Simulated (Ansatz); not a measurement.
`O[Si](O)(O)F` + `OC[SiH2]Cl` → `O[Si](O)(F)C[SiH2]Cl` + `OO`  (formal exchange of groups at the Si–O bond)

Gas-phase electronic energies from Ansatz, PBE0-D4/def2-TZVP geometries. CCSD(T)/CBS is the MP2 limit (def2-TZVPP, def2-QZVPP) plus CCSD(T) − MP2 in def2-TZVPP, frozen cores. This one scheme is used for every species. Each species was taken in one conformer, which may not be the lowest.

```csv
level,ΔE (eV)
SCS-MP2/def2-QZVPP,3.43
CCSD/CBS(def2),3.41
```

(1) What does CCSD(T)/CBS give? (An estimate is asked.)

Largest T1 diagnostic among the species: 0.011.

Answers

(1) Computed: +3.33 eV. The listed levels differ from it by 0.10, 0.08 eV.

From PBE to PBE0 (25 % exact exchange), in def2-TZVPP and without D4, ΔE moves by +0.16 eV. In def2-TZVPP, CCSD(T) changes the Hartree–Fock value by −0.45 eV (the triples alone add −0.08 eV) and MP2 by −0.32 eV.
